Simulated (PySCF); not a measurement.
C4H8Ge, SMILES C=[CH][GeH2][CH]=C. Atoms are numbered in the order given.

```xyz
13

Ge     0.0000     0.0000     0.5054
C     -1.5252     0.4744    -0.6002
C     -2.6892    -0.1890    -0.5757
C      1.5252    -0.4744    -0.6002
C      2.6892     0.1890    -0.5757
H     -0.4290    -1.1879     1.3871
H      0.4290     1.1879     1.3871
H     -1.4154     1.3232    -1.2899
H     -3.5325     0.0923    -1.2191
H     -2.8547    -1.0445     0.0911
H      1.4154    -1.3232    -1.2899
H      3.5325    -0.0923    -1.2191
H      2.8547     1.0445     0.0911
```

Coordinates come from a r2SCAN-D4/def2-SVP optimisation. Other conformers were not sampled.

Computed with ωB97X/def2-TZVP (PySCF).

```
Item                                                                                                             Value
---------------------------------------------------------------------------------------------  -----------------------
total energy                                                                                       -2234.23882 hartree
point group                                                                                                         C2
highest occupied level                                                                                       -10.07 eV
lowest empty level                                                                                             1.62 eV
orbital gap                                                                                                   11.68 eV
dipole moment                                                                                                   0.58 D
quadrupole, principal values (traceless, Buckingham form, about the centre of nuclear charge)   -2.60, -1.63, 4.23 D·Å
mean static polarisability                                                                       79.1 bohr³ (11.72 Å³)
polarisability, principal values                                                               62.8, 63.9, 110.5 bohr³
```
